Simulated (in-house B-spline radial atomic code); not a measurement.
Mn is squeezed into an impenetrable sphere of radius R (the orbitals vanish at R). No spin polarisation. Computed with an all-electron radial atomic-structure program (B-spline basis): non-relativistic Hartree-Fock, average of configuration, point nucleus.

Energies in eV above the free atom in [Ar] 3d5 4s2:

| R (bohr) | highest level (eV) | [Ar] 3d5 4s2 | [Ne] 3s2 3p5 3d6 4s2 | [Ar] 3d5 4s1 4p1 | -dE/dV in [Ar] 3d5 4s2 (GPa) |
| --- | --- | --- | --- | --- | --- |
| 7.61 | -6.55 | 0.2611 | 51.77 | 3.146 | 0.404 |
| 6.53 | -6.12 | 0.7958 | 52.29 | 4.006 | 1.65 |
| 5.29 | -4.71 | 2.872 | 54.31 | 6.843 | 9.31 |
| 4.51 | -2.46 | 6.677 | 58.07 | 11.57 | 31.6 |
| 3.44 | 6.57 | 24.17 | 75.6 | 31.63 | 231 |
| 2.85 | 21 | 55.47 | 107.4 | 65.67 | 893 |
| 2.74 | 25.4 | 65.75 | 117.9 | 76.6 | 1180 |
| 2.03 | 90 | 233.9 | 289.5 | 249.6 | 10000 |
| 1.83 | 132 | 358.9 | 416.5 | 375.5 | 20600 |
| 1.46 | 288 | 884 | 945.5 | 897.6 | 94600 |

(1) Does [Ne] 3s2 3p5 3d6 4s2 fall below [Ar] 3d5 4s2 under compression?

(2) Does [Ar] 3d5 4s1 4p1 fall below [Ar] 3d5 4s2 under compression?

The highest level is first positive in the row R = 3.44 bohr, pushed up by confinement above the zero of the free ion's potential. Each configuration is held fixed and needn't be the lowest in the sphere.

Results:

(1) No, it stays above over the whole range.

(2) No, it stays above over the whole range.
